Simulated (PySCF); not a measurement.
Method: B3LYP-D3(BJ)/def2-TZVP // PBE-D3(BJ)/def2-SVP (PySCF 2.14.0). Gas-phase values, no solvent. B3LYP has the VWN-RPA correlation part, as in Gaussian. 

Reference species: [Zn(F)2] (neutral, multiplicity 1).

```
Item     Result
----  ---------
HOMO  -10.29 eV
LUMO   -2.43 eV
```

Changed species: [Zn(F)(CH3)] (1 of 2 F replaced by CH3; the reference has 0 of 2 F replaced by CH3).

Predict the effect on the HOMO and LUMO.

the HOMO rises by 1.68 eV, to -8.61 eV; the LUMO rises by 1.53 eV, to -0.90 eV.
